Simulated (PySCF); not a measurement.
**Deuteron quadrupole couplings in `C=P(C)(C)P(C)CP`**

Species: C5H15P3.
Structure used (GFN2-xTB), in Å, numbered top down from 1:
```
atom  x, y, z in Å
C1    -2.303   -0.861   -1.357
P2    -1.259    0.069   -0.372
C3    -1.887    1.780   -0.354
C4    -1.489   -0.489    1.357
P5     0.979    0.569   -0.625
C6     1.335   -0.985   -1.552
C7     1.698    0.055    1.017
P8     3.545    0.185    0.805
H9    -2.077   -1.924   -1.302
H10   -2.296   -0.512   -2.388
H11   -1.300    2.391    0.332
H12   -2.935    1.763   -0.060
H13   -1.802    2.193   -1.357
H14   -1.085   -1.492    1.480
H15   -1.008    0.192    2.055
H16   -2.563   -0.515    1.532
H17    0.929   -0.890   -2.559
H18    0.877   -1.845   -1.061
H19    2.413   -1.126   -1.617
H20    1.365    0.728    1.810
H21    1.436   -0.976    1.270
H22    3.571    1.577    0.790
H23    3.851    0.141    2.165
```

Level: PBE0/pcSseg-1 (PySCF, non-relativistic); Q(2H) = 0.00286 b; rigid geometry, the same for H and D, with no vibrational averaging.

Problem. Rank these positions by the coupling χzz of a deuteron there, largest first.
A. H9 (hydrogen on carbon)
B. H22 (P–H hydrogen)
C. H15 (methyl hydrogen)
D. H19 (methyl hydrogen)

Solution. A (223 kHz), C (213 kHz), D (208 kHz), B (136 kHz).

Problem. Tabulate Vzz, the asymmetry η and χzz = 234.96 MHz × Q × Vzz for every hydrogen position.

Solution. 
```tsv
atom	bonded to	bond length (Å)	Vzz (au)	η	χzz (kHz)
H9	C1	1.088	0.3318	0.13	223
H10	C1	1.088	0.3316	0.12	223
H11	C3	1.089	0.3134	0.02	211
H12	C3	1.089	0.3134	0.01	211
H13	C3	1.088	0.3151	0.02	212
H14	C4	1.088	0.3165	0.01	213
H15	C4	1.088	0.3163	0.01	213
H16	C4	1.088	0.3125	0.01	210
H17	C6	1.089	0.3138	0.02	211
H18	C6	1.092	0.3098	0.02	208
H19	C6	1.090	0.3097	0.01	208
H20	C7	1.092	0.3103	0.00	209
H21	C7	1.093	0.3068	0.01	206
H22	P8	1.392	0.2024	0.08	136
H23	P8	1.395	0.2012	0.08	135
```

Problem. Average by the element that carries the hydrogen.

Solution. on C: 212 kHz over 13 positions, mean bond length 1.089 Å; on P: 136 kHz over 2 positions, mean bond length 1.393 Å.

Problem. A static deuteron (I = 1) shows a doublet split by (3/2)χ, (3/4)χ(1 + η) and (3/4)χ(1 − η) with the field along z, y and x of the gradient. What are these for H12?

Solution. With |χ| = 210.6 kHz and η = 0.015: 316, 160 and 156 kHz, to first order and without motion.

Isolated species at its GFN2-xTB geometry (one conformer only). GFN2-xTB frequencies show an imaginary mode (29i cm⁻¹), so this geometry is no minimum at that level. GFN2-xTB bond lengths can be off by several hundredths of an ångström, more for odd bonds, and the gradients follow them. The small basis limits the accuracy of the gradients.

The run behind these numbers computed NMR shieldings as well. The run took 68 s wall (with the writing of density and orbital grids) on Arm Neoverse V2, one thread, no GPU, shared host, and the process peaked at 1.0 GiB of memory.
